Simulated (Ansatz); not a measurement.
Total energies of the cluster Al5As5 from Ansatz at PBE0-D4/def2-SVP, gas phase (1 Eh = 27.2114 eV = 2625.5 kJ/mol). The reference geometry is relaxed at PBE-D4/def2-SVP.

Cartesian coordinates in Å:
```
Al -1.395 1.040 -0.772
Al -1.187 -1.333 0.662
Al 0.574 2.326 0.786
Al 0.396 -1.038 -1.774
Al 0.803 -0.296 2.368
As -1.464 0.915 1.725
As 0.915 1.437 -1.787
As 1.227 -2.113 0.359
As -2.045 -1.165 -1.627
As 2.176 0.228 0.060
```

```csv
state,geometry,energy (Eh)
charge 0 singlet,reference,-12388.20735
charge 1 doublet,reference,-12387.94781
charge -1 doublet,reference,-12388.28854
charge -1 doublet,relaxed at PBE-D4/def2-SVP,-12388.29463
free Al atom (doublet),–,-242.16443
free As atom (quartet),–,-2235.26429
```

(1) Work out the vertical ionisation energy to the doublet.

(2) Work out the vertical electron affinity, to the doublet.

(3) Give the fundamental gap IE − EA, the Mulliken electronegativity (IE + EA)/2 and the hardness (IE − EA)/2.

(4) How much does the charge -1 doublet relax, and what is the adiabatic electron affinity?

(5) What is the binding energy per atom against free atoms?

(1) E(charge 1 doublet) − E(charge 0 singlet) = -12387.94781 − (-12388.20735) = 0.25954 Eh = 7.06 eV. For comparison, −ε of the highest occupied level is 5.80 eV at this level, 1.26 eV less.

(2) E(charge 0 singlet) − E(charge -1 doublet) = -12388.20735 − (-12388.28854) = 0.08119 Eh = 2.21 eV. The basis lacks diffuse functions, which makes affinities too small.

(3) From the values in Eh: IE − EA = 0.25954 − 0.08119 = 0.17835 Eh = 4.85 eV; (IE + EA)/2 = 4.64 eV; (IE − EA)/2 = 2.43 eV. The HOMO–LUMO gap of the same run is 2.39 eV, 2.46 eV smaller than the fundamental gap.

(4) Relaxation: -12388.28854 − (-12388.29463) = 0.00609 Eh = 0.17 eV. Adiabatic electron affinity: 0.08728 Eh = 2.38 eV, without zero-point energy. 

(5) Atoms: 5 × (-242.16443) + 5 × (-2235.26429) = -12387.14360 Eh. Binding: -12387.14360 − (-12388.20735) = 1.06375 Eh = 28.95 eV, or 2.89 eV for each of 10 atoms (no zero-point energy, no counterpoise term).

The restricted singlet is unstable towards broken spin symmetry in Hartree–Fock (as tested in another run); at PBE0-D4/def2-SVP this wasn't settled. At PBE0-D4/def2-SVP the charge 1 doublet is spin-contaminated (final ⟨S²⟩ up to 0.86, 0.75 for a pure state).  

The structure comes from a short search, and lower isomers may exist.
